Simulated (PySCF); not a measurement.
Isomers of C3H11FOSi2, one GFN2-xTB conformer each. Single-point energies are computed at PBE0/pcSseg-1 (PySCF, gas phase, no added dispersion term), electronic only.

| SMILES | GFN2-xTB relative energy (kJ/mol) |
| --- | --- |
| CCO[Si@H](F)[SiH2]C | 20.6 |
| CC[C@H](F)[SiH2]O[SiH3] | 0.0 |
| CO[C@@](F)([SiH3])C[SiH3] | 304.9 |
| C[SiH2]O[Si@H](C)CF | 55.9 |
| C[Si](C)(CF)O[SiH3] | 60.1 |
| CO[Si@@H](F)CC[SiH3] | 29.5 |

Conformers: `[CH3:1][CH2:2][O:3][Si@H:4]([F:5])[SiH2:6][CH3:7]` with C1–C2–O3–Si4 -78°, C2–O3–Si4–F5 -49°, O3–Si4–Si6–C7 115°; `[CH3:1][CH2:2][C@H:3]([F:4])[SiH2:5][O:6][SiH3:7]` with C1–C2–C3–F4 -65°, C2–C3–Si5–O6 178°, C3–Si5–O6–Si7 -31°; `[CH3:1][O:2][C@@:3]([F:4])([SiH3:5])[CH2:6][SiH3:7]` with C1–O2–C3–F4 64°, O2–C3–C6–Si7 177°; `[CH3:1][SiH2:2][O:3][Si@H:4]([CH3:5])[CH2:6][F:7]` with O3–Si4–C6–F7 178°; `[CH3:1][Si:2]([CH3:3])([CH2:4][F:5])[O:6][SiH3:7]` with C1–Si2–C4–F5 177°, C1–Si2–O6–Si7 177°; `[CH3:1][O:2][Si@@H:3]([F:4])[CH2:5][CH2:6][SiH3:7]` with C1–O2–Si3–F4 50°, O2–Si3–C5–C6 166°, Si3–C5–C6–Si7 67°.

Task: What does PBE0/pcSseg-1 give for the same structures?

Result: 
| SMILES | PBE0/pcSseg-1 E (Eh) | PBE0/pcSseg-1 (kJ/mol) | GFN2-xTB (kJ/mol) | point group |
| --- | --- | --- | --- | --- |
| CCO[Si@H](F)[SiH2]C | -874.46772 | 0.0 | 20.6 | C1 |
| C[SiH2]O[Si@H](C)CF | -874.46136 | 16.7 | 55.9 | C1 |
| CO[Si@@H](F)CC[SiH3] | -874.46121 | 17.1 | 29.5 | C1 |
| C[Si](C)(CF)O[SiH3] | -874.46081 | 18.1 | 60.1 | C1 |
| CC[C@H](F)[SiH2]O[SiH3] | -874.43119 | 95.9 | 0.0 | C1 |
| CO[C@@](F)([SiH3])C[SiH3] | -874.33708 | 343.0 | 304.9 | C1 |

GFN2-xTB puts CC[C@H](F)[SiH2]O[SiH3] lowest instead; measured from each level's own lowest isomer, the values differ by up to 95.9 kJ/mol (CC[C@H](F)[SiH2]O[SiH3]: 0.0 against 95.9). As drawn, the lowest has an Si–O bond, an Si–F bond and an Si–Si bond, which the highest lacks. Neighbours under 10 kJ/mol apart (C[SiH2]O[Si@H](C)CF and CO[Si@@H](F)CC[SiH3]; CO[Si@@H](F)CC[SiH3] and C[Si](C)(CF)O[SiH3]) can change places with a better method, another conformer or zero-point energy.

Task: Which frontier levels, dipoles and rotational constants go with these structures?

Result: 
| SMILES | HOMO (eV, PBE0/pcSseg-1) | LUMO (eV) | dipole (D) | A, B, C (MHz) |
| --- | --- | --- | --- | --- |
| CCO[Si@H](F)[SiH2]C | -7.99 | -0.28 | 0.98 | 3502, 846.5, 766.5 |
| C[SiH2]O[Si@H](C)CF | -7.92 | 0.54 | 1.96 | 2654, 880.5, 701.9 |
| CO[Si@@H](F)CC[SiH3] | -8.25 | 0.66 | 1.73 | 4113, 829.2, 728.8 |
| C[Si](C)(CF)O[SiH3] | -7.79 | 0.34 | 1.59 | 1791, 1228, 974.8 |
| CC[C@H](F)[SiH2]O[SiH3] | -7.87 | 0.20 | 1.22 | 3857, 785.0, 692.3 |
| CO[C@@](F)([SiH3])C[SiH3] | -7.93 | 0.51 | 1.71 | 2061, 1306, 979.9 |
